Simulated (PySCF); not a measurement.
A geometry optimisation on InEt2H (`[H][In]([CH2]C)[CH2]C`).

Computed with PBE0-D3(BJ)/def2-SVP geometry optimisation, gas phase, def2 core potentials past Kr (PySCF 2.14.0). Start geometry: GFN2-xTB. A driver script takes a list of jobs; this job's settings line and coordinates (Å) are shown.

Input:
```
{"job": {"xc": "PBE0", "basis": "def2-SVP", "d3": "d3bj", "grid": 1, "maxiter": 30, "shake": 0.03, "kind": "geom"}, "charge": 0, "multiplicity": 1}
In    -0.364570    -0.855550     0.000240
C      1.821820    -0.848010    -0.026200
C      2.341890    -1.129200     1.342330
H      2.266000     0.158010    -0.375480
H      2.189030    -1.599950    -0.765590
H      3.483220    -1.102320     1.344210
H      2.099830    -0.374710     2.086890
H      2.119560    -2.083510     1.709040
C     -1.592610     1.179290     0.046510
C     -2.305620     1.393580    -1.309630
H     -0.883300     1.946850     0.206140
H     -2.293140     1.168310     0.827760
H     -2.931720     2.375840    -1.350000
H     -1.630880     1.449420    -2.141670
H     -3.021710     0.566480    -1.545470
H     -1.332160    -2.278470     0.017330
```

Output:
```
step   0  E = -348.81249525  max force = 0.054103
step   1  E = -348.83077058  max force = 0.010162
step   2  E = -348.83174641  max force = 0.004492
step   3  E = -348.83206206  max force = 0.001773
step   4  E = -348.83215227  max force = 0.001146
step   5  E = -348.83218885  max force = 0.000711
step   6  E = -348.83222250  max force = 0.000626
step   7  E = -348.83225405  max force = 0.000620
step   8  E = -348.83231912  max force = 0.001443
step   9  E = -348.83250440  max force = 0.002840
step  10  E = -348.83262025  max force = 0.004445
step  11  E = -348.83291745  max force = 0.003347
step  12  E = -348.83348793  max force = 0.002831
step  13  E = -348.83360547  max force = 0.001479
step  14  E = -348.83373450  max force = 0.000841
step  15  E = -348.83378279  max force = 0.000953
step  16  E = -348.83382920  max force = 0.001250
step  17  E = -348.83385358  max force = 0.000804
step  18  E = -348.83388443  max force = 0.000639
step  19  E = -348.83389505  max force = 0.000472
step  20  E = -348.83390641  max force = 0.000250
optimisation converged
```

Energies in Eh; «max force» is the largest Cartesian gradient component in Eh/bohr.

Question: Give the first gradient maximum in eV/Å.

Answer: With 1 Eh/bohr = 51.422 eV/Å, 2.782 eV/Å.

Summary of the converged run: final energy -348.83391 Eh after 20 steps; dipole 0.80 D.

On one thread, Intel Xeon 6975P-C (x86_64), shared host with 192 logical CPUs at a one-minute load of 24, this took 2.0 min and 0.51 GiB of memory at its peak.
Labels such as C1 count atoms from 1, the log's own numbers from 0.
